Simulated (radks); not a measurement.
Problem. These are the eigenvalues of the occupied orbitals of an atom or ion with whole-number occupations (eV). All-electron calculation, scalar-relativistic Kohn-Sham, PBEsol, spin-polarised, spherical densities, finite nucleus; Fermi nuclear charge, rms radius of each element as measured or else 0.836 A^(1/3) + 0.57 fm. Program: a radial shooting solver on a logarithmic mesh with Libxc functionals.

1s down: -71609.75
1s up: -71609.74
2s up: -12416.66
2s down: -12416.43
2p up: -10840.11
2p down: -10839.92
3s up: -2874.136
3s down: -2874.056
3p up: -2409.056
3p down: -2408.967
3d up: -1880.734
3d down: -1880.576
4s up: -599.1430
4s down: -598.9317
4p up: -446.5126
4p down: -446.3111
4d up: -254.8206
4d down: -254.5792
5s up: -85.7495
5s down: -83.7622
5p up: -47.8255
5p down: -45.2236
4f up: -42.1051
4f down: -41.6400
6s up: -6.6126
5d up: -6.4322
6s down: -4.8365

Which element is it, and in what charge state? The configuration may be excited. Open shells, if any, are filled with parallel spins first.

Solution. Z = 75, rhenium, charge 0: Re in [Xe] 4f14 5d5 6s2. The list shows which subshells hold electrons but not how many an open one holds; the 1s level, -2631.6 hartree, gives Z - s = 72.5 by -(Z - s)^2/2, which with screening and relativity narrows Z to a few neighbours, and the depths of the outer levels then fix element, charge and occupations together.
